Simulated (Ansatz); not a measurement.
Reaction (redistribution): `C[Te][SiH2]O` + `CC[SiH2][SiH2]F` → `O[SiH2][SiH2][SiH2]F` + `CC[Te]C`

Gas-phase electronic energies from Ansatz, PBE0-D4/def2-TZVP geometries. CCSD(T)/CBS is the MP2 limit (def2-TZVPP, def2-QZVPP) plus CCSD(T) − MP2 in def2-TZVPP, frozen cores. Functionals use def2-TZVPP. B3LYP here is the variant with VWN-RPA as its local correlation; programs differ in this. def2 core potentials past Kr. For Te outer-core shells are correlated without core-valence functions, which leaves a few kJ/mol of doubt a bond. Each species was taken in one conformer, which may not be the lowest.

```tsv
level	ΔE (kJ/mol)
PBE-D4	74.5
r2SCAN-D4	81.3
B3LYP-D4	78.4
ωB97X-V	79.8
PBE0	79.5
SCS-MP2/def2-TZVPP	80.6
CCSD(T)/def2-TZVPP	76.3
HF/CBS(def2)	87.9
```

Q: What does CCSD(T)/CBS give? (Best estimate.)

A: Ansatz gave: +78.1 kJ/mol. The listed levels differ from it by -3.6, 3.2, 0.3, 1.7, 1.4, 2.5, -1.8, 9.8 kJ/mol.

Largest T1 diagnostic among the species: 0.013.

From PBE to PBE0 (25 % exact exchange), in def2-TZVPP and without D4, ΔE moves by +4.6 kJ/mol. In def2-TZVPP, CCSD(T) changes the Hartree–Fock value by −11.4 kJ/mol (the triples alone add −1.5 kJ/mol) and MP2 by −4.1 kJ/mol.
